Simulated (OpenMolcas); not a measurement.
**Cu2+ in a point-charge field**

Cu2+ among 6 point charges of -2 e arranged as a trigonal prism (D3h), 1.96 Å from the ion, with a polar angle of 45.7° against the regular 49.1°.
```
   1.4019    0.0000    1.3698  -2.00
  -0.7009    1.2141    1.3698  -2.00
  -0.7009   -1.2141    1.3698  -2.00
   1.4019    0.0000   -1.3698  -2.00
  -0.7009    1.2141   -1.3698  -2.00
  -0.7009   -1.2141   -1.3698  -2.00
```

* Program: OpenMolcas
* Method: SS-CASPT2, IPEA 0.25 Eh, imaginary shift 0.1 Eh (closed shells correlated: 3s 3p)
* Basis: ANO-RCC-VDZP [5s4p2d1f]
* Scalar Hamiltonian: DKH2, point nucleus
* Active space: 9 electrons in 5 orbitals (3d)
* State averaging: 2S+1 = 2 even, 5 roots
* Spin-orbit coupling: state interaction with AMFI integrals over the reference wave functions

The lowest spin-free states (labels of D3, the rotations of D3h), above the lowest:

```csv
State,Degeneracy,E (cm-1),Free-ion L (%)
2E,2,0,D (100)
2E,2,180,D (100)
2A1,1,25530,D (100)
```

The lowest levels with spin-orbit coupling:

| E (cm-1) | Degeneracy | Label | 2S+1 | g |
| --- | --- | --- | --- | --- |
| 0 | 2 | E3/2 | 2 | 0.00 0.00 3.64 |
| 190 | 2 | E1/2 | 2 | 0.00 0.00 6.00 |
| 1320 | 2 | E1/2 | 2 | 0.00 0.15 0.15 |
| 2360 | 2 | E3/2 | 2 | 0.00 0.00 2.35 |
| 26450 | 2 | E1/2 | 2 | 1.86 1.86 2.00 |

Powder χT (cm3 K/mol): 0.423 at 2 K, 0.452 at 10 K, 0.603 at 50 K, 0.789 at 100 K, 1.02 at 200 K, 1.14 at 300 K. The effective moment at 300 K is 2.828 √(χT) = 3.02 μB.

The lowest level has 2S+1 = 2, for which the spin-only value is χT = S(S+1) / 2 = 0.375 cm3 K/mol (g = 2). The computed 1.141 at 300 K differs by +0.766, through orbital momentum, spin-orbit coupling and any other state in reach.

Roots that are degenerate in the reference are averaged as groups; the widest CASPT2 spread within a group is 63 cm-1 (the 2-fold group of multiplicity 2 near 179 cm-1 above the lowest state of its run). Shifts and gaps below about the spread of the groups concerned are not significant. Over all roots computed the reference weight is 0.78 to 0.92; the roots of lowest weight are the least certain, and an intruder state may touch them. An orbital doublet at a regular site is open to a Jahn-Teller distortion, which this geometry leaves out. Free-ion shares, where given, are those of the reference states; single-state CASPT2 does not remix them. This is an electrostatic model: the charges have no orbitals. No measured value stands beside these numbers.
